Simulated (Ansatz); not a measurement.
CdH₃NSe, SMILES [NH2][Cd][SeH].

Geometry: B3LYP-D3(BJ)/def2-SVP. The structure was generated by enumeration; whether it is a known compound was not checked. The def2 effective core potentials stand for the cores of Cd; spin–orbit coupling is left out. Other conformers were not sampled.

Two levels are set side by side: PBE/def2-SVPD (Ansatz, a quantum-chemistry and plane-wave program) and CAM-B3LYP/def2-SVPD (Ansatz). Energy differences of separate SCF runs at the same geometry; the states with an electron removed or added have multiplicity 2 and 2. Differences are taken from unrounded values.

| quantity | CAM-B3LYP |
|---|---|
| vertical ionisation energy (eV) | 9.07 |
| vertical singlet–triplet gap (eV) | 4.19 |

Problem. What does PBE give, and how far is it from CAM-B3LYP? (An estimate is asked for; the answer gives what the named calculation found.)

Solution. 
| quantity | PBE | PBE minus CAM-B3LYP |
|---|---|---|
| vertical ionisation energy (eV) | 8.50 | -0.57 |
| vertical singlet–triplet gap (eV) | 3.63 | -0.55 |
